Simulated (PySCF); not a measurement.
Mg(OH)(SH) (H₂MgOS), SMILES [OH][Mg][SH]. Atoms are numbered in the order given.

```xyz
5

Mg     0.0216     0.5795     0.0000
O     -0.0216     2.3373     0.0000
H     -0.0047     3.2846     0.0000
S      0.0739    -1.6961     0.0000
H     -1.2636    -1.7999     0.0000
```

Coordinates come from a ωB97X-D3(BJ)/def2-TZVP optimisation. One conformer was computed; it need not be the lowest.

These are PySCF with PBE0/pcJ-1 values and carry that method's errors.

Isotropic couplings with Fermi-contact, spin-dipole and both spin-orbit terms, one fixed conformer, no vibrational averaging. Isotopes: 1H.

Computed spin–spin coupling constants:
```
pair   bonds apart  J (Hz)
-----  -----------  ------
H3–H5            4    -0.7
```
